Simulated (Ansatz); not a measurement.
Total energies of In3O10H11, a hydroxylated oxide cluster from Ansatz at HSE06-D4/def2-TZVP, gas phase (1 Eh = 27.2114 eV = 2625.5 kJ/mol). The reference geometry is relaxed at r2SCAN-D4/def2-SVP.

```xyz
24

In   -0.373   -0.110    1.889
In   -1.994   -0.676   -0.775
In    1.414    0.644   -0.736
O     3.637    0.228   -0.115
O     1.043    1.458    1.195
O     2.607    1.760   -1.930
O    -0.108   -0.063    3.870
O    -1.819    0.944    0.688
O     0.885   -1.047    0.372
O    -1.850   -1.578    1.253
O    -3.771   -0.631   -1.707
O    -0.491    0.705   -1.728
O    -0.646   -2.138   -1.406
H     3.736    0.516    0.805
H     3.961    0.963   -0.672
H     0.895    2.391    1.396
H     2.130    2.301   -2.573
H    -0.847   -0.517    4.299
H    -1.477    1.735    0.247
H     0.395   -1.695   -0.234
H    -1.481   -2.470    1.169
H    -4.408   -0.166   -1.146
H    -0.410    0.469   -2.665
H    -1.028   -3.021   -1.497
```

```csv
state,geometry,energy (Eh)
charge 0 singlet,reference,-1329.08512
charge 1 doublet,reference,-1328.73519
charge -1 doublet,reference,-1329.11147
free In atom (doublet),–,-190.11286
free O atom (triplet),–,-75.01518
free H atom (doublet),–,-0.50075
```

In the def2 sets In takes a core potential; there is no spin–orbit coupling. HSE06 is defined as in plane-wave codes, on full-range PBE exchange. Single mean-field runs in def2-TZVP are fitted with def2-universal-jkfit.

(1) Work out the vertical ionisation energy to the doublet.

(2) Work out the vertical electron affinity, to the doublet.

(3) Give the fundamental gap IE − EA, the Mulliken electronegativity (IE + EA)/2 and the hardness (IE − EA)/2.

(4) What is the binding energy per atom against free atoms?

(1) E(charge 1 doublet) − E(charge 0 singlet) = -1328.73519 − (-1329.08512) = 0.34993 Eh = 9.52 eV. For comparison, −ε of the highest occupied level is 7.45 eV at this level, 2.07 eV less.

(2) E(charge 0 singlet) − E(charge -1 doublet) = -1329.08512 − (-1329.11147) = 0.02635 Eh = 0.72 eV. The basis lacks diffuse functions, which makes affinities too small.

(3) From the values in Eh: IE − EA = 0.34993 − 0.02635 = 0.32358 Eh = 8.81 eV; (IE + EA)/2 = 5.12 eV; (IE − EA)/2 = 4.40 eV. The HOMO–LUMO gap of the same run is 5.12 eV, 3.69 eV smaller than the fundamental gap.

(4) Atoms: 3 × (-190.11286) + 10 × (-75.01518) + 11 × (-0.50075) = -1325.99863 Eh. Binding: -1325.99863 − (-1329.08512) = 3.08649 Eh = 83.99 eV, or 3.50 eV for each of 24 atoms (no zero-point energy, no counterpoise term).

At HSE06-D4/def2-TZVP the gap within one spin of the charge 1 doublet nearly closes, so an electron or hole may be smeared out by delocalisation error. At HSE06-D4/def2-TZVP the highest occupied level of the charge -1 doublet lies above zero (up to 0.93 eV). By energy differences its removal costs 0.72 eV (vertical, to the charge 0 singlet, at HSE06-D4/def2-TZVP); self-interaction error and the lack of diffuse functions both raise the level.
